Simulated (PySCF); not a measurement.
## Radial density of As²⁺ (arsenic, charge +2)

r2SCAN, [Ar] 3d10 4s2 4p1, 2P determinant. Calculation: PySCF 2.14, in cc-pVDZ-DK; the spin-free X2C one-electron Hamiltonian (Gaussian nucleus).

```tsv
r (bohr)	4πr²ρ (e/bohr)	4πr²(ρα − ρβ)
0.00102	0.5222	0.0000
0.00171	1.255	0.0000
0.00288	2.969	0.0000
0.00485	6.753	0.0000
0.00815	14.21	0.0000
0.0137	26.07	0.0003
0.0231	38.12	0.0017
0.0388	39.45	0.0079
0.0653	32.78	0.0248
0.110	42.94	0.0378
0.185	42.26	0.0030
0.311	24.28	0.0342
0.522	30.85	0.0779
0.879	12.78	0.0202
1.48	3.108	0.4820
2.49	0.9913	0.4007
4.18	0.04919	0.0343
7.03	0.0002256	0.0002
```

Densities and radii are taken from the X2C orbitals without a picture-change correction, which distorts them close to the nucleus.
